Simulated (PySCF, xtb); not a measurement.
CH10FNSi3, SMILES F[SiH2]C[SiH2]N[SiH3]. Other conformers were not sampled.

Harmonic wavenumbers (cm⁻¹) from GFN2-xTB in xtb at its own minimum, in rising order: 31, 39, 59, 86, 92, 144, 207, 243, 275, 460, 480, 551, 574, 579, 610, 649, 705, 724, 733, 746, 760, 781, 787, 798, 807, 827, 853, 985, 1013, 1135, 1196, 1453, 2207, 2220, 2243, 2248, 2275, 2296, 2332, 2972, 2993, 3479.

Q: What does PySCF with PBE-D3(BJ)/def2-SVP give at its own minimum? (Estimate from the structure and the level; the computed values follow.)

A: 22, 39, 50, 56, 109, 182, 214, 298, 356, 451, 518, 592, 627, 656, 683, 712, 731, 778, 824, 830, 849, 872, 885, 907, 923, 926, 929, 964, 984, 1022, 1155, 1325, 2126, 2152, 2167, 2172, 2177, 2180, 2184, 2982, 3049, 3499. Paired by order, the mean absolute difference is 62 cm⁻¹ and the zero-point energies are 63.8 and 64.6 kcal/mol.
